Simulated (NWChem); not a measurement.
System: KCl; SMILES [Cl][K]

NWChem printed, in part:

```
             Northwest Computational Chemistry Package (NWChem) 7.3.0
             --------------------------------------------------------

 ORDER OF PRIMARY AXIS IS BEING SET TO 4
 C4V symmetry detected

                             Geometry "geometry" -> ""
                             -------------------------

 Output coordinates in angstroms (scale by  1.889725989 to convert to a.u.)

  No.       Tag          Charge          X              Y              Z
 ---- ---------------- ---------- -------------- -------------- --------------
    1 K                   19.0000     0.00000000     0.00000000    -1.26753936
    2 Cl                  17.0000     0.00000000     0.00000000     1.41666164

 Effective nuclear repulsion energy (a.u.)      63.6778882904

      Symmetry information
      --------------------

 Group name             C4v
 Group number             18
 Group order               8
 No. of unique centers     2

                                Z-matrix (autoz)
                                --------

 Units are Angstrom for bonds and degrees for angles

      Type          Name      I     J     K     L     M      Value
      ----------- --------  ----- ----- ----- ----- ----- ----------
    1 Stretch                  1     2                       2.68420

  xc_inp: hfexch multiplicative factor not found.

                           NWChem Geometry Optimization
                           ----------------------------

 maximum gradient threshold         (gmax) =   0.000450
 rms gradient threshold             (grms) =   0.000300
 maximum cartesian step threshold   (xmax) =   0.001800
 rms cartesian step threshold       (xrms) =   0.001200
 fixed trust radius                (trust) =   0.300000
 source of zmatrix                         =   autoz

          -------------------
          Energy Minimization
          -------------------

 Using diagonal initial Hessian
 Scaling for Hessian diagonals: bonds = 1.00  angles = 0.25  torsions = 0.10

          --------
          Step   0

                                 NWChem DFT Module
                                 -----------------

 Summary of "ao basis" -> "ao basis" (spherical)
 ------------------------------------------------------------------------------
       Tag                 Description            Shells   Functions and Types
 ---------------- ------------------------------  ------  ---------------------
 K                           sto-3g                  7       13   4s3p
 Cl                          sto-3g                  5        9   3s2p

      Symmetry analysis of basis
      --------------------------

        a1         12
        a2          0
        b1          0
        b2          0
        e          10

            General Information
            -------------------
          SCF calculation type: DFT
          Wavefunction type:  closed shell.
          No. of atoms     :     2
          No. of electrons :    36
           Alpha electrons :    18
            Beta electrons :    18
          Charge           :     0
          Spin multiplicity:     1
          Use of symmetry is: on ; symmetry adaption is: on
          Maximum number of iterations: 150
          AO basis - number of functions:    22
                     number of shells:    12
          Convergence on energy requested:  1.00D-06
          Convergence on density requested:  1.00D-05
          Convergence on gradient requested:  5.00D-04

              XC Information
              --------------
                     Hartree-Fock (Exact) Exchange  1.000

      Superposition of Atomic Density Guess
      -------------------------------------

 Sum of atomic energies:       -1047.62894375

      Non-variational initial energy
      ------------------------------

 Total energy =   -1047.424849
 1-e energy   =   -1574.930562
 2-e energy   =     463.827825
 HOMO         =      -0.366323
 LUMO         =       0.100070

      Symmetry analysis of molecular orbitals - initial
      -------------------------------------------------

  Numbering of irreducible representations:

     1 a1          2 a2          3 b1          4 b2          5 e

  Orbital symmetries:

     1 a1          2 a1          3 a1          4 a1          5 e
     6 e           7 a1          8 a1          9 e          10 e
    11 a1         12 a1         13 e          14 e          15 a1
    16 a1         17 e          18 e          19 a1         20 e
    21 e          22 a1

   convergence    iter        energy       DeltaE   RMS-Dens  Diis-err
 ---------------- ----- ----------------- --------- --------- ---------
 d= 0,ls=0.0,diis     1  -1047.7133971055 -1.11D+03  2.76D-02  5.11D-02
 d= 0,ls=0.0,diis     2  -1047.7375058614 -2.41D-02  5.36D-03  2.21D-03
 d= 0,ls=0.0,diis     3  -1047.7384816071 -9.76D-04  1.42D-03  8.98D-05
 d= 0,ls=0.0,diis     4  -1047.7385396573 -5.81D-05  5.32D-04  7.08D-06
 d= 0,ls=0.0,diis     5  -1047.7385455858 -5.93D-06  8.05D-05  1.21D-07
 d= 0,ls=0.0,diis     6  -1047.7385456999 -1.14D-07  7.15D-06  1.75D-09

[...]

      ----------------------
      Optimization converged
      ----------------------

  Step       Energy      Delta E   Gmax     Grms     Xrms     Xmax
  ---- ---------------- -------- -------- -------- -------- --------
@    3   -1047.73856575 -1.5D-09  0.00000  0.00000  0.00005  0.00008
                                     ok       ok       ok       ok

                                Z-matrix (autoz)
                                --------

 Units are Angstrom for bonds and degrees for angles

      Type          Name      I     J     K     L     M      Value     Gradient
      ----------- --------  ----- ----- ----- ----- ----- ---------- ----------
    1 Stretch                  1     2                       2.67299    0.00000

                         Geometry "geometry" -> "geometry"
                         ---------------------------------

 Output coordinates in angstroms (scale by  1.889725989 to convert to a.u.)

  No.       Tag          Charge          X              Y              Z
 ---- ---------------- ---------- -------------- -------------- --------------
    1 K                   19.0000     0.00000000     0.00000000    -1.26193165
    2 Cl                  17.0000     0.00000000     0.00000000     1.41105393

 Effective nuclear repulsion energy (a.u.)      63.9450703624

      Symmetry information
      --------------------

 Group name             C4v
 Group number             18
 Group order               8
 No. of unique centers     2

                Final and change from initial internal coordinates
                --------------------------------------------------

                                Z-matrix (autoz)
                                --------

 Units are Angstrom for bonds and degrees for angles

      Type          Name      I     J     K     L     M      Value       Change
      ----------- --------  ----- ----- ----- ----- ----- ---------- ----------
    1 Stretch                  1     2                       2.67299   -0.01122

 ==============================================================================
                                internuclear distances
 ------------------------------------------------------------------------------
       center one      |      center two      | atomic units |  angstroms
 ------------------------------------------------------------------------------
    2 Cl               |   1 K                |     5.05121  |     2.67299
 ------------------------------------------------------------------------------
                         number of included internuclear distances:          1
 ==============================================================================

[second-derivative integrals and response iterations left out]

  Vibrational analysis via the FX method

  See chapter 2 in "Molecular Vibrations" by Wilson, Decius and Cross

  Vib: Default input used

[...]

 Rotational Constants
 --------------------
 A=   0.000000 cm-1  (  0.000000 K)
 B=   0.128027 cm-1  (  0.184198 K)
 C=   0.128027 cm-1  (  0.184198 K)

 Temperature                      =   298.15K
 frequency scaling parameter      =   1.0000

 Linear Molecule

 Zero-Point correction to Energy  =    0.515 kcal/mol  (  0.000820 au)
 Thermal correction to Energy     =    2.215 kcal/mol  (  0.003529 au)
 Thermal correction to Enthalpy   =    2.807 kcal/mol  (  0.004473 au)

 Total Entropy                    =   56.586 cal/mol-K
   - Translational                =   38.800 cal/mol-K (mol. weight =  73.9326)
   - Rotational                   =   16.664 cal/mol-K (symmetry #  =        1)
   - Vibrational                  =    1.121 cal/mol-K

 Cv (constant volume heat capacity) =    6.520 cal/mol-K
   - Translational                  =    2.979 cal/mol-K
   - Rotational                     =    1.986 cal/mol-K
   - Vibrational                    =    1.554 cal/mol-K

[normal modes left out]

 ----------------------------------------------------------------------------
 Normal Eigenvalue ||           Projected Infra Red Intensities
  Mode   [cm**-1]  || [atomic units] [(debye/angs)**2] [(KM/mol)] [arbitrary]
 ------ ---------- || -------------- ----------------- ---------- -----------
    1        0.000 ||    0.015428           0.356        15.040       8.732
    2        0.000 ||    0.015428           0.356        15.040       8.732
    3        0.000 ||    0.017191           0.397        16.758       9.730
    4        0.000 ||    0.017191           0.397        16.758       9.730
    5        0.000 ||    0.000000           0.000         0.000       0.000
    6      360.084 ||    0.040769           0.941        39.744      23.075
 ----------------------------------------------------------------------------
```

Level: Hartree-Fock/STO-3G. 

### Question
Write an input that gives this output.

### Answer
Several could match; the one computed here: the input that was run:
```
start job
memory heap 200 mb stack 900 mb global 1100 mb
geometry units angstroms
  K      0.000000     0.000000    -1.270462
  Cl     0.000000     0.000000     1.413739
end
basis spherical
  K library sto-3g
  Cl library sto-3g
end
dft
  xc hfexch
  iterations 150
end
driver
  maxiter 120
end
task dft optimize
task dft freq
```
